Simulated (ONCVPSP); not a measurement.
**u(r) = r·R(r): atom against pseudo-atom (Cu (Z = 29))**

Columns: radius, all-electron u(r) and pseudo u(r) of the 3s shell (level -116.25 eV) of copper in the configuration [Ne] 3s2 3p6 3d10 4p1; LDA (Perdew-Wang 92), scalar-relativistic, ONCV scheme, ONCVPSP 4.0.1.

| r (bohr) | all-electron | pseudo |
| --- | --- | --- |
| 0.065 | 0.0369 | 0.0126 |
| 0.130 | -0.6283 | 0.0699 |
| 0.195 | -0.6333 | 0.1988 |
| 0.260 | -0.2241 | 0.3989 |
| 0.325 | 0.2881 | 0.6440 |
| 0.390 | 0.7330 | 0.8925 |
| 0.455 | 1.0498 | 1.1033 |
| 0.520 | 1.2361 | 1.2473 |
| 0.585 | 1.3133 | 1.3138 |
| 0.650 | 1.3109 | 1.3104 |
| 0.715 | 1.2551 | 1.2549 |
| 0.780 | 1.1669 | 1.1667 |
| 0.845 | 1.0620 | 1.0618 |
| 0.910 | 0.9511 | 0.9509 |
| 0.975 | 0.8413 | 0.8411 |
| 1.040 | 0.7371 | 0.7369 |
| 1.105 | 0.6408 | 0.6406 |
| 1.170 | 0.5536 | 0.5535 |
| 1.235 | 0.4758 | 0.4757 |
| 1.300 | 0.4072 | 0.4071 |
| 1.365 | 0.3473 | 0.3472 |
| 1.430 | 0.2953 | 0.2952 |
| 1.495 | 0.2504 | 0.2503 |
| 1.560 | 0.2119 | 0.2118 |
| 1.625 | 0.1789 | 0.1789 |
| 1.690 | 0.1508 | 0.1508 |

(1) How many radial nodes do the two functions have?

(2) Is the pseudo-wave norm-conserving?

Results:

(1) The all-electron 3s function has n − l − 1 = 2; the pseudo-wave has 0, since the states of the same l below it are removed with the core.

(2) Yes: the ONCV scheme keeps the norm inside the radius equal to the all-electron one, which fixes the energy derivative of the logarithmic derivative at the level.
